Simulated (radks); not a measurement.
Values are calculated unless marked as measured or tabulated.
All-electron atom: the boron ion B4+ in 2p1 (not the ground configuration).

Code: a radial shooting solver on a logarithmic mesh with Libxc functionals. Model: non-relativistic Kohn-Sham, PBE, spin-polarised, spherical densities, point nucleus; open shells are filled with parallel spins first.

Energy parts (eV):
| part | energy |
|---|---|
| total | -84.907 |
| kinetic | 84.700 |
| electron-nucleus | -169.732 |
| Hartree | 12.342 |
| exchange-correlation | -12.217 |

Orbitals (lengths in bohr, moments of r in powers of bohr; <r^-3> diverges for s and p1/2; r(max) is where P^2 peaks):
orbital,occ.,eigenvalue (eV),r(max),<r>,<r^-3>
2p up,1,-76.0447,0.7990,1.002,5.136

The highest occupied level is 2p up at -76.045 eV. The electron density at the nucleus is 1.012e-13 e/bohr^3. Virial ratio -V/T = 2.00244. Summed over all electrons, <r^2> = 1.206 bohr^2, which gives a Langevin (diamagnetic) susceptibility term of -0.955 x 10^-6 cm^3/mol. The density falls to 0.001 e/bohr^3 at r = 2.16 bohr.
